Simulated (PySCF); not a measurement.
Isomers of C3H2F3N, one GFN2-xTB conformer each. Single-point energies are computed at wB97X-D/def2-SVPD (PySCF, gas phase, no added dispersion term), electronic only.

| SMILES | GFN2-xTB relative energy (kcal/mol) |
| --- | --- |
| N#C[C@H](F)C(F)F | 17.8 |
| N#CCC(F)(F)F | 0.0 |

Conformers: `[N:1]#[C:2][C@H:3]([F:4])[CH:5]([F:6])[F:7]` with C2–C3–C5–F6 -170°.

Problem. What does wB97X-D/def2-SVPD give for the same structures?

Solution. 
| SMILES | wB97X-D/def2-SVPD E (Eh) | wB97X-D/def2-SVPD (kcal/mol) | GFN2-xTB (kcal/mol) | point group |
| --- | --- | --- | --- | --- |
| N#CCC(F)(F)F | -469.31981 | 0.0 | 0.0 | Cs |
| N#C[C@H](F)C(F)F | -469.28650 | 20.9 | 17.8 | C1 |

Both levels put the same isomer lowest. 

Problem. Which frontier levels, dipoles and rotational constants go with these structures?

Solution. 
```tsv
SMILES	HOMO (eV, wB97X-D/def2-SVPD)	LUMO (eV)	dipole (D)	A, B, C (MHz)
N#CCC(F)(F)F	-12.20	1.67	3.38	5252, 1807, 1775
N#C[C@H](F)C(F)F	-12.22	0.86	2.77	4433, 1887, 1653
```
